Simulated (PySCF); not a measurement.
Correlation energy of Ar(2+) (argon, charge +2)

[Ne] 3s2 3p4, high-spin 3P determinant. Computed with PySCF 2.14 in cc-pVTZ-DK (5s4p2d1f, 34 functions), with scalar relativity by spin-free X2C-1e. Frozen: [Ne]; 6 electrons correlated.

MP2 pair energies summed by pair of shells (mhartree):

```json
{"pair": "3p-3p", "energy": "-61.22", "share (%)": "47.1"}
{"pair": "3s-3p", "energy": "-59.10", "share (%)": "45.5"}
{"pair": "3s-3s", "energy": "-9.64", "share (%)": "7.4"}
```

Total MP2 correlation energy: -129.96 mhartree.

Same-spin part -29.80 and opposite-spin part -100.16 mhartree; SCS-MP2 scales them by 1/3 and 6/5 to -130.13 mhartree.

```
  level  correlation energy (mhartree)
   CCSD                        -155.00
    (T)                          -3.85
CCSD(T)                        -158.85
```

Diagnostics: T1 = 0.0074, D1 = 0.0239, largest double amplitude 0.053.

Task: Is a single reference adequate?

Result: Yes: T1 lies below 0.03 and no double amplitude reaches 0.07.
